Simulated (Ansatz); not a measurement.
Task: Name a neutral molecule of Al, O and H with size of the dipole moment (B3LYP/def2-TZVPP) between 1.85 and 2.15 D and HOMO–LUMO gap (PBE0/def2-TZVPP) between 7.85 and 8.15 eV (Ansatz, PBE0-D4/def2-TZVP geometry).

Result: `[OH][Al-]([OH])([OH])[OH2+]` (2.05 D, 8.07 eV). Other molecules can fit too; these were computed, each in one conformer that needn't be the lowest.

B3LYP here is the variant with VWN-RPA as its local correlation; programs differ in this.
